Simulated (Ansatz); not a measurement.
Consider the substitution at a C–S bond: `[SiH3]OCS[SiH3]` + H₂Te → `[SiH3]OC[TeH]` + `[SiH3]S`.

Isolated molecules relaxed with PBE0-D4/def2-TZVP in Ansatz; ΔE leaves out vibrations. CCSD(T)/CBS is the MP2 limit (def2-TZVPP, def2-QZVPP) plus CCSD(T) − MP2 in def2-TZVPP, frozen cores. Functionals use def2-TZVPP. Elements past krypton have def2 core potentials. For Te outer-core shells are correlated without core-valence functions, which leaves a few kJ/mol of doubt a bond. Each species was taken in one conformer, which may not be the lowest.

(1) Is it downhill or uphill in electronic energy at CCSD(T)/CBS, and by how much? (Estimate.)

(2) What do these levels give: PBE-D4, r2SCAN-D4, r2SCAN, SCS-MP2/def2-TZVPP, CCSD/def2-TZVPP, CCSD(T)/def2-TZVPP? (An estimate is asked.)

Largest T1 diagnostic among the species: 0.012.

## Answers

(1) Computed: Downhill: ΔE = -14.2 kJ/mol.

(2) Computed: PBE-D4 -11.7, r2SCAN-D4 -10.1, r2SCAN -11.2, SCS-MP2/def2-TZVPP -11.8, CCSD/def2-TZVPP -8.9, CCSD(T)/def2-TZVPP -10.0 kJ/mol.

From PBE to PBE0 (25 % exact exchange), in def2-TZVPP and without D4, ΔE moves by +3.3 kJ/mol. In def2-TZVPP, CCSD(T) changes the Hartree–Fock value by −6.8 kJ/mol (the triples alone add −1.1 kJ/mol) and MP2 by −9.9 kJ/mol.
